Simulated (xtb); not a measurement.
A geometry relaxed with GFN2-xTB (xtb), charge 1, multiplicity 1:

```xyz
7

H     -1.0405    -0.5610     0.7961
H     -0.7872    -0.4481    -0.9693
H      1.2483    -0.7950     0.3032
H      1.2990     0.6545    -0.4080
H     -0.9849     1.0299     0.0154
C     -0.5846     0.0176    -0.0058
O      0.8499     0.1020     0.2684
```

Write the SMILES of this molecule.

`C[OH2+]`
